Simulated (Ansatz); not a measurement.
`ClB[TeH]` + H₂ → `B[TeH]` + HCl at 500 K and 1 bar (hydrogenolysis of a B–Cl bond).

Isolated molecules relaxed with PBE0-D4/def2-TZVP in Ansatz; ΔE leaves out vibrations. CCSD(T)/CBS adds triple-zeta CCSD(T) − MP2 to the extrapolated MP2 energy (def2 sets, frozen cores). This one scheme is used for every species. Elements past krypton have def2 core potentials. For Te outer-core shells are correlated without core-valence functions, which leaves a few kJ/mol of doubt a bond.

| species | CCSD(T)/CBS energy (Eh) | H − E (kJ/mol) | S (J/(mol·K)) |
| --- | --- | --- | --- |
| `ClB[TeH]` | -753.54186 | 83.1 | 339.6 |
| H₂ | -1.17544 | 41.0 | 145.5 |
| `B[TeH]` | -294.31292 | 95.9 | 299.8 |
| HCl | -460.38127 | 32.5 | 201.9 |

H − E and S are ideal-gas, rigid-rotor, harmonic terms from PBE0-D4/def2-TZVP. The MP2-based limit puts H₂ 0.8 mEh under its directly extrapolated value; such offsets cancel only in part. 1 Eh = 2625.50 kJ/mol, R = 8.31446 J/(mol·K).

By hand: ΔE, ΔH, ΔS and ΔG.

ΔE = (-294.31292) + (-460.38127) − (-753.54186) − (-1.17544) = 0.02311 Eh = 60.7 kJ/mol. Δ(H − E) = 95.9 + 32.5 − 83.1 − 41.0 = 4.3, so ΔH = 65.0 kJ/mol. ΔS = 299.8 + 201.9 − 339.6 − 145.5 = 16.6 J/(mol·K). ΔG = 65.0 − 500 × (16.6)/1000 = 56.7 kJ/mol.

By hand: the equilibrium constant, and the temperature at which ΔG would vanish if ΔH and ΔS stayed fixed.

log₁₀ K = −ΔG/(RT ln 10) = -5.9. ΔG = 0 at ΔH/ΔS = 3916 K, far beyond where these terms or the molecules hold.

ΔH outweighs TΔS. A doubt of 5 kJ/mol in ΔE shifts log₁₀ K by 0.5 here. These are equilibria of isolated gas molecules and say nothing of rates. Largest T1 diagnostic: 0.015 (customary marks: 0.02 for closed shells, 0.045 for open ones).
